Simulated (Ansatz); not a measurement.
`C[N](C)[Ga]([NH2])[SH]` and `C[N](C)[Ga]([NH2])[NH2]` differ in one atom or group.

Ansatz, PBE0-D4/def2-TZVP geometries, multiplicity 1. Each molecule was computed in one conformer, which needn't be the lowest.

Scalar relativity is left out up to krypton.

| property | `C[N](C)[Ga]([NH2])[SH]` |
| --- | --- |
| LUMO energy (B3LYP/def2-TZVPP) / eV | -0.36 |
| HOMO–LUMO gap (PBE0/def2-TZVPP) / eV | 6.10 |
| size of the dipole moment (B3LYP/def2-TZVPP) / D | 1.87 |
| LUMO energy (PBE/def2-TZVPP) / eV | -0.92 |
| HOMO–LUMO gap (ωB97M-V/def2-TZVPP) / eV | 10.02 |
| size of the dipole moment (ωB97M-V/def2-TZVPP) / D | 1.88 |

(1) What does the change do to each property? (Estimate.)

Answers

(1) Computed: 
```json
{"property": "LUMO energy (B3LYP/def2-TZVPP) / eV", "`C[N](C)[Ga]([NH2])[NH2]`": "-0.14", "shift": "0.22"}
{"property": "HOMO–LUMO gap (PBE0/def2-TZVPP) / eV", "`C[N](C)[Ga]([NH2])[NH2]`": "6.06", "shift": "-0.04"}
{"property": "size of the dipole moment (B3LYP/def2-TZVPP) / D", "`C[N](C)[Ga]([NH2])[NH2]`": "1.37", "shift": "-0.50"}
{"property": "LUMO energy (PBE/def2-TZVPP) / eV", "`C[N](C)[Ga]([NH2])[NH2]`": "-0.67", "shift": "0.25"}
{"property": "HOMO–LUMO gap (ωB97M-V/def2-TZVPP) / eV", "`C[N](C)[Ga]([NH2])[NH2]`": "9.92", "shift": "-0.10"}
{"property": "size of the dipole moment (ωB97M-V/def2-TZVPP) / D", "`C[N](C)[Ga]([NH2])[NH2]`": "1.40", "shift": "-0.48"}
```

Dipoles are sizes alone; their direction can turn.

B3LYP here is the variant with VWN-RPA as its local correlation; programs differ in this.
